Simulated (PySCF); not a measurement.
## Computed structure and properties of [Lu(H2O)6]3+

System: [Lu(H2O)6]3+ (singlet; a saddle point, relaxed within its symmetry); start: template (D2d). Method: PySCF 2.14.0, RKS PBE0, Lu def2-SVP with ECP28, O def2-SVP, H def2-SVP; non-relativistic Hamiltonian with scalar-relativistic core potentials where named; density fitting; no spin-orbit coupling.

Input of the relaxation:

```python
mol = gto.M(atom='''
Lu    -0.00000     0.00000     0.00000
O      0.00000     0.00000     2.38500
H      0.54450     0.54450     2.97500
H     -0.54450    -0.54450     2.97500
O     -0.00000    -0.00000    -2.38500
H      0.54450    -0.54450    -2.97500
H     -0.54450     0.54450    -2.97500
O      2.38500     0.00000    -0.00000
H      2.97500    -0.54450     0.54450
H      2.97500     0.54450    -0.54450
O     -0.00000     2.38500    -0.00000
H      0.54450     2.97500     0.54450
H     -0.54450     2.97500    -0.54450
O     -2.38500    -0.00000     0.00000
H     -2.97500     0.54450     0.54450
H     -2.97500    -0.54450    -0.54450
O      0.00000    -2.38500     0.00000
H     -0.54450    -2.97500     0.54450
H      0.54450    -2.97500    -0.54450''',
    basis={'Lu': 'def2-SVP', 'O': 'def2-SVP', 'H': 'def2-SVP'},
    ecp={'Lu': 'def2-SVP'},
    charge=3, spin=0)
mf = dft.RKS(mol, xc='PBE0')
mf.grids.atom_grid = (50, 194)  # f atoms: unpruned, at least (60, 302)
mf = mf.density_fit()  # fitting sets: Lu def2-universal-JKFIT, O def2-universal-JKFIT, H def2-universal-JKFIT
mf.conv_tol = 1e-08; mf.max_cycle = 55
mf.kernel(dm0)  # dm0: converged density of the start geometry
# quasi-Newton relaxation in Cartesian coordinates to a largest gradient under 0.00045 Eh/bohr, steps kept in the point group
```

Run from Python with OMP_NUM_THREADS=4; the lines above give its settings. Where DIIS fails, smearing, a level shift and second-order steps follow.
It took 2.3 min on 4 threads of Intel(R) Xeon(R) Processor @ 2.70GHz, on a shared host, from the converged density of the start.

Course of the relaxation:

```csv
step,energy above end (eV),largest force component within the symmetry (eV/Å)
0,0.3736,1.252
1,0.1995,0.507
2,0.0277,0.278
3,0.0045,0.225
4,0.0001,0.032
5,0.0000,0.003
```

Relaxed geometry (D2d):

```xyz
19

Lu    0.0000    0.0000    0.0000
O     0.0000    0.0000    2.2636
H     0.5546    0.5321    2.8662
H    -0.5546   -0.5321    2.8662
O     0.0000    0.0000   -2.2636
H     0.5546   -0.5321   -2.8662
H    -0.5546    0.5321   -2.8662
O     2.2554    0.0000    0.0000
H     2.8538   -0.5462    0.5462
H     2.8538    0.5462   -0.5462
O     0.0000    2.2636    0.0000
H     0.5546    2.8662    0.5321
H    -0.5546    2.8662   -0.5321
O    -2.2554    0.0000    0.0000
H    -2.8538    0.5462    0.5462
H    -2.8538   -0.5462   -0.5462
O     0.0000   -2.2636    0.0000
H    -0.5546   -2.8662    0.5321
H     0.5546   -2.8662   -0.5321
```

```csv
contact,Å
Lu1–O2 (H2O),2.264
Lu1–O5 (H2O),2.264
Lu1–O8 (H2O),2.255
Lu1–O11 (H2O),2.264
Lu1–O14 (H2O),2.255
Lu1–O17 (H2O),2.264
```

On the finer grid (75, 302):

```json
{
  "HOMO": "-22.75 eV",
  "LUMO": "-12.46 eV",
  "Dipole about the centre of mass": "0.00 D",
  "Set of Mulliken populations of Lu1 outside the core potential": "s 4.26, p 12.45, d 10.80, f 14.06",
  "D3(BJ) dispersion energy (not in the energies)": "-0.331 eV"
}
```

```csv
atom,Mulliken (e),Löwdin (e),spin (e)
Lu1,1.43,0.53,0.00
O2,-0.32,0.06,0.00
H3,0.29,0.18,0.00
H4,0.29,0.18,0.00
O5,-0.32,0.06,0.00
H6,0.29,0.18,0.00
H7,0.29,0.18,0.00
O8,-0.32,0.06,0.00
H9,0.29,0.18,0.00
H10,0.29,0.18,0.00
O11,-0.32,0.06,0.00
H12,0.29,0.18,0.00
H13,0.29,0.18,0.00
O14,-0.32,0.06,0.00
H15,0.29,0.18,0.00
H16,0.29,0.18,0.00
O17,-0.32,0.06,0.00
H18,0.29,0.18,0.00
H19,0.29,0.18,0.00
```

On the grid (50, 194), as all that follows. Harmonic modes: 3 unstable, so a saddle point once the symmetry is let go (counted below −25 cm⁻¹); lowest -238 cm⁻¹ (negative: unstable), highest 3769 cm⁻¹, zero-point energy 4.060 eV.

Taking off one H2O (charge 0, singlet; the rest: singlet) in vacuum, both parts rigid, costs 2.73 eV; the small basis without counterpoise inflates it. Parting with an electron moved from the ligand to the metal can be far cheaper, even downhill.

Rigid scan of H2O along the line from its metal:

```json
{"distance to O2 (Å)": "1.96", "energy (eV)": "0.566"}
{"distance to O2 (Å)": "2.06", "energy (eV)": "0.210"}
{"distance to O2 (Å)": "2.16", "energy (eV)": "0.044"}
{"distance to O2 (Å)": "2.26", "energy (eV)": "0.000"}
{"distance to O2 (Å)": "2.36", "energy (eV)": "0.032"}
```

One start shape was tried, so this needn't be the lowest isomer.
